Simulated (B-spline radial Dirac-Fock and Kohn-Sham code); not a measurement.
## f′ and f″ of Os, 4 keV to 15 keV

The computed values come from a radial B-spline solver: the dispersion relation over Dirac-Hartree-Slater subshell photoionisation cross sections, with the Kissel-Pratt high-energy constant (isolated atom, no bound-bound lines or fine structure). The forward scattering factor is f₀ + f′ + i f″.

Input file task.json (cfg lists n, l and occupation; rrms is the nuclear radius in fm):

```json
{"items": [{
  "Z": 76,
  "q": 0,
  "cfg": [[1, 0, 2], [2, 0, 2], [2, 1, 6], [3, 0, 2], [3, 1, 6], [3, 2, 10], [4, 0, 2], [4, 1, 6], [4, 2, 10], [4, 3, 14], [5, 0, 2], [5, 1, 6], [5, 2, 6], [6, 0, 2]],
  "A": 192,
  "rrms": 5.4126,
  "do": "dispersion",
  "hv": [651.2, 684.7, 709.6, 1000.0, 1253.6, 1277.0, 1286.0, 1340.0, 1486.9, 1721.0, 2000.0, 2182.0, 2954.0, 2984.4, 3227.0, 4000.0, 4510.9, 4819.0, 5414.7, 5736.0, 5855.0, 6000.0, 6403.9, 6930.3, 8047.8, 9251.7, 10360.0, 12000.0, 13390.0, 15000.0, 15800.0, 17479.3, 20020.0, 20540.0, 22162.9, 23320.0, 24209.8, 26880.0, 30000.0, 32010.0, 39790.0, 40000.0, 40410.0, 59770.0],
  "edges": {"K": 73871.0, "L1": 12968.0, "L2": 12385.0, "L3": 10871.0, "M1": 3049.0, "M2": 2792.0, "M3": 2457.0, "M4": 2031.0, "M5": 1960.0, "N1": 658.2, "N2": 549.1, "N3": 470.7, "N4": 293.1, "N5": 278.5, "O1": 84.0}
}]}
```

Run with: `python xray2_run.py task.json out`

Edges near this range: L1 12968.0 eV, L2 12385.0 eV, L3 10871.0 eV, M1 3049.0 eV.

```csv
hν (eV),λ (Å),f′ (e),f″ (e),tabulated f′,tabulated f″
4000,3.100,-5.500,18.287,-5.61,17.78
4510.9,2.749,-4.522,15.372,-4.59,14.77
4819,2.573,-4.210,13.951,-4.27,13.37
5414.7,2.290,-3.944,11.732,-3.99,11.18
5736,2.162,-3.920,10.757,-3.95,10.23
5855,2.118,-3.926,10.428,-3.96,9.91
6000,2.066,-3.942,10.048,-3.98,9.54
6403.9,1.936,-4.035,9.096,-4.07,8.63
6930.3,1.789,-4.238,8.052,-4.27,7.66
8047.8,1.541,-4.916,6.371,-4.94,6.14
9251.7,1.340,?,?,?,?
10360,1.197,-8.468,4.261,-8.57,4.10
12000,1.033,-7.801,8.687,-7.87,8.54
13390,0.9259,-5.200,11.645,-5.33,11.48
15000,0.8266,-2.556,9.764,-2.60,9.60
```

Q: What are f′ and f″ at Ga Kα (9251.7 eV)?

A: f′ = -6.104 and f″ = 5.107 electrons (tables: -6.14 and 4.96). By the optical theorem f″ corresponds to a photoabsorption cross section 2 rₑ λ f″ = 38600 b.

Tabulated f′: xraylib 4.2 anomalous scattering factors (Cullen et al., EPDL97); f″: Chantler's tables (J. Phys. Chem. Ref. Data 1995 and 2000). Both are theoretical tables.
